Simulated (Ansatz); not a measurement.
`CCCCC#N` + `[F][SnH2][F]` → `N#[C][SnH]([F])[F]` + `CCCC` at 400 K and 1 bar (formal exchange of groups at a C–C bond).

Calculated with Ansatz (gas phase, PBE0-D4/def2-TZVP geometries, no zero-point term in ΔE). CCSD(T)/CBS adds triple-zeta CCSD(T) − MP2 to the extrapolated MP2 energy (def2 sets, frozen cores). def2 core potentials past Kr. For Sn outer-core shells are correlated without core-valence functions, which leaves a few kJ/mol of doubt a bond. Each species was taken in one conformer, which may not be the lowest.

| species | CCSD(T)/CBS energy (Eh) | H − E (kJ/mol) | S (J/(mol·K)) |
| --- | --- | --- | --- |
| `CCCCC#N` | -250.37826 | 379.8 | 383.4 |
| `[F][SnH2][F]` | -414.86106 | 67.8 | 313.3 |
| `N#[C][SnH]([F])[F]` | -507.00240 | 79.1 | 378.1 |
| `CCCC` | -158.24160 | 374.8 | 330.7 |

H − E and S are ideal-gas, rigid-rotor, harmonic terms from PBE0-D4/def2-TZVP, for one conformer and one mirror image of each species. 1 Eh = 2625.50 kJ/mol, R = 8.31446 J/(mol·K).

Problem. By hand: ΔE, ΔH, ΔS and ΔG.

Solution. ΔE = (-507.00240) + (-158.24160) − (-250.37826) − (-414.86106) = -0.00468 Eh = -12.3 kJ/mol. Δ(H − E) = 79.1 + 374.8 − 379.8 − 67.8 = 6.3, so ΔH = -6.0 kJ/mol. ΔS = 378.1 + 330.7 − 383.4 − 313.3 = 12.1 J/(mol·K). ΔG = -6.0 − 400 × (12.1)/1000 = -10.8 kJ/mol.

Problem. By hand: the equilibrium constant, and the temperature at which ΔG would vanish if ΔH and ΔS stayed fixed.

Solution. log₁₀ K = −ΔG/(RT ln 10) = 1.4. ΔH and −TΔS have one sign here, so there is no such temperature.

TΔS isn't small against ΔH here. A doubt of 5 kJ/mol in ΔE shifts log₁₀ K by 0.7 here. Other conformers and mirror images would add mixing entropy, several J/(mol·K) or more a flexible species. These are equilibria of isolated gas molecules and say nothing of rates. Largest T1 diagnostic: 0.015 (customary marks: 0.02 for closed shells, 0.045 for open ones).

ΔS is within the doubt of such terms, so its sign, and with it that verdict, could turn.
